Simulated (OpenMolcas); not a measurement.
## Tm3+: moving or changing the point charges

Tm3+ among 6 point charges of -1 e arranged as an octahedron (Oh), 2.43 Å from the ion.

```
Program             : OpenMolcas
Method              : SS-CASPT2, IPEA 0.25 Eh, imaginary shift 0.1 Eh (closed shells correlated: 5s 5p)
Basis               : ANO-RCC-VDZP [7s6p4d2f1g]
Scalar Hamiltonian  : DKH2, point nucleus
Active space        : 12 electrons in 7 orbitals (4f)
State averaging     : 2S+1 = 3 even, 21 roots; 2S+1 = 1 even, 27 roots kept (CI in the orbitals of an earlier block)
Spin-orbit coupling : RASSI with atomic mean-field integrals over the reference wave functions
```

Runs around this geometry, states (labels of O, the rotations of Oh). Energies in cm-1 above the lowest state or level, χT in cm3 K/mol; under a threefold ground state the first gap can be a small split of the lowest multiplet, not the spin-orbit step.

```json
{"R (Å)": "2.43", "Ground state": "3T1", "First state of that spin": "3E 49", "First gap with spin-orbit (degeneracies)": "29 (1, 3)", "Width of lowest J": "178", "χT at 300 K": "7.116"}
{"R (Å)": "2.62", "Ground state": "3T1", "First state of that spin": "3E 53", "First gap with spin-orbit (degeneracies)": "26 (1, 3)", "Width of lowest J": "132", "χT at 300 K": "7.128"}
{"R (Å)": "2.82", "Ground state": "3T1", "First state of that spin": "3E 56", "First gap with spin-orbit (degeneracies)": "29 (1, 3)", "Width of lowest J": "101", "χT at 300 K": "7.135"}
```

Taking the width of the lowest J multiplet as R^-n, n = -ln(101 / 178) / ln(2.82 / 2.43) = 3.8 between the shortest and longest distance.

Roots that are degenerate in the reference are averaged as groups; the widest CASPT2 spread within a group is 910 cm-1 (the 3-fold group of multiplicity 1 near 32400 cm-1 above the lowest state of its run, R = 2.43). Shifts and gaps below about the spread of the groups concerned are not significant. This is an electrostatic model: the charges have no orbitals. No measured value stands beside these numbers.
